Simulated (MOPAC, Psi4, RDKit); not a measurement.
Conformational energy of SMILES s1c(C=C)ccc1 (C6H6S), singlet. Scanned: dihedral C1–C2–C3–S7; all other coordinates were relaxed at GFN2-xTB. Points at φ and −φ are mirror images. Heavy atoms are numbered in the order of the SMILES C=Cc1cccs1, hydrogens after them in the order of the atoms that carry them; the mirror image has the same energies with the sign of each dihedral reversed.

UFF // GFN2-xTB (RDKit); HF/cc-pVTZ // GFN2-xTB (Psi4); PM6, restricted, heats of formation // GFN2-xTB (MOPAC).

Energies in eV, each method relative to its own lowest point.

| φ / ° | UFF | HF/cc-pVTZ | PM6 |
|---|---|---|---|
| -165 | 0.030 | 0.055 | 0.001 |
| -150 | 0.063 | 0.057 | 0.006 |
| -135 | 0.127 | 0.071 | 0.018 |
| -120 | 0.216 | 0.098 | 0.031 |
| -105 | 0.306 | 0.126 | 0.035 |
| -90 | 0.345 | 0.142 | 0.032 |
| -75 | 0.301 | 0.137 | 0.028 |
| -60 | 0.209 | 0.111 | 0.024 |
| -45 | 0.119 | 0.071 | 0.016 |
| -30 | 0.051 | 0.034 | 0.009 |
| -15 | 0.012 | 0.009 | 0.004 |
| 0 | 0.000 | 0.000 | 0.002 |
| 15 | 0.012 | 0.009 | 0.004 |
| 30 | 0.051 | 0.034 | 0.009 |
| 45 | 0.119 | 0.071 | 0.016 |
| 60 | 0.209 | 0.111 | 0.024 |
| 75 | 0.301 | 0.137 | 0.028 |
| 90 | 0.345 | 0.142 | 0.032 |
| 105 | 0.306 | 0.126 | 0.035 |
| 120 | 0.216 | 0.098 | 0.031 |
| 135 | 0.127 | 0.071 | 0.018 |
| 150 | 0.063 | 0.057 | 0.006 |
| 165 | 0.030 | 0.055 | 0.001 |
| 180 | 0.021 | 0.057 | 0.000 |
